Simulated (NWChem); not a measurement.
C5H5N; SMILES C#CC=C=CN

Results from NWChem. Pople sets run with spherical d functions. Each level has its own optimisation; frequencies are unscaled. Brackets give each atom's bonded neighbours. One conformer.

```json
[
 {"level": "B3LYP/3-21G", "r C–C [C(CC)–C(CH)] (Å)": "1.209", "r C–H [C(CH)–H(C)] (Å)": "1.061", "r C–H [C(CCH)–H(C)] (Å)": "1.094", "r C–C [C(CC)–C(CHN)] (Å)": "1.314", "highest harmonic frequency (cm⁻¹)": "3665", "lowest (cm⁻¹)": "80", "zero-point energy (kcal/mol)": "52.1", "dipole (D)": "2.53"},
 {"level": "Hartree-Fock/STO-3G", "r C–C [C(CC)–C(CH)] (Å)": "1.172", "r C–H [C(CH)–H(C)] (Å)": "1.064", "r C–H [C(CCH)–H(C)] (Å)": "1.088", "r C–C [C(CC)–C(CHN)] (Å)": "1.291", "highest harmonic frequency (cm⁻¹)": "4113", "lowest (cm⁻¹)": "117", "zero-point energy (kcal/mol)": "61.2", "dipole (D)": "1.34"},
 {"level": "B3LYP/6-31G*", "r C–C [C(CC)–C(CH)] (Å)": "1.211", "r C–H [C(CH)–H(C)] (Å)": "1.066", "r C–H [C(CCH)–H(C)] (Å)": "1.094", "r C–C [C(CC)–C(CHN)] (Å)": "1.312", "highest harmonic frequency (cm⁻¹)": "3618", "lowest (cm⁻¹)": "97", "zero-point energy (kcal/mol)": "52.3", "dipole (D)": "1.77"}
]
```
